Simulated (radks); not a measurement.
Results of a calculation; reference values are marked as such.
Problem. Radial electron density D(r) = 4 pi r^2 rho(r) of an atom or ion with 4 electrons. Level of theory: non-relativistic Kohn-Sham, PBE, spin-polarised, spherical densities, point nucleus (a radial shooting solver on a logarithmic mesh with Libxc functionals).

| r (bohr) | D(r) (e/bohr) |
|---|---|
| 0.001063 | 2.186 |
| 0.00117 | 2.613 |
| 0.001287 | 3.119 |
| 0.001417 | 3.718 |
| 0.00156 | 4.424 |
| 0.001717 | 5.256 |
| 0.00189 | 6.230 |
| 0.002081 | 7.369 |
| 0.002272 | 8.577 |
| 0.002501 | 10.10 |
| 0.002753 | 11.85 |
| 0.00303 | 13.86 |
| 0.003336 | 16.16 |
| 0.003672 | 18.76 |
| 0.004042 | 21.69 |
| 0.004449 | 24.96 |
| 0.004897 | 28.57 |
| 0.00539 | 32.51 |
| 0.005934 | 36.76 |
| 0.006531 | 41.28 |
| 0.00719 | 45.99 |
| 0.007914 | 50.80 |
| 0.008711 | 55.58 |
| 0.009589 | 60.19 |
| 0.01056 | 64.42 |
| 0.01162 | 68.07 |
| 0.01279 | 70.92 |
| 0.01408 | 72.73 |
| 0.0155 | 73.31 |
| 0.01692 | 72.61 |
| 0.01863 | 70.42 |
| 0.0205 | 66.73 |
| 0.02257 | 61.65 |
| 0.02484 | 55.42 |
| 0.02735 | 48.40 |
| 0.0301 | 41.09 |
| 0.03314 | 34.01 |
| 0.03648 | 27.72 |
| 0.04015 | 22.71 |
| 0.0442 | 19.31 |
| 0.04865 | 17.65 |
| 0.05355 | 17.59 |
| 0.05895 | 18.77 |
| 0.06489 | 20.60 |
| 0.07142 | 22.43 |
| 0.07862 | 23.63 |
| 0.08654 | 23.70 |
| 0.09526 | 22.44 |
| 0.1049 | 19.94 |
| 0.1154 | 16.54 |
| 0.126 | 13.06 |
| 0.1387 | 9.364 |
| 0.1527 | 6.168 |
| 0.1681 | 3.708 |
| 0.1851 | 2.018 |
| 0.2037 | 0.9855 |
| 0.2242 | 0.4277 |
| 0.2468 | 0.1631 |
| 0.2717 | 0.05400 |
| 0.2991 | 0.01531 |
| 0.3292 | 0.003664 |

What is the nuclear charge?

Solution. Z = 63. The innermost maximum, from 1s, lies near 1/Z = 0.0159 bohr (found: 0.0154), and its height grows with Z. The density is that of the europium ion Eu59+ in [He] 2s2; the configuration itself is not fixed sharply by these data, and Z only to a few units. D(r) has 2 maxima, at r = 0.0154, 0.0831 bohr, and minima at 0.0510 bohr, inside which lie 2.07 electrons.
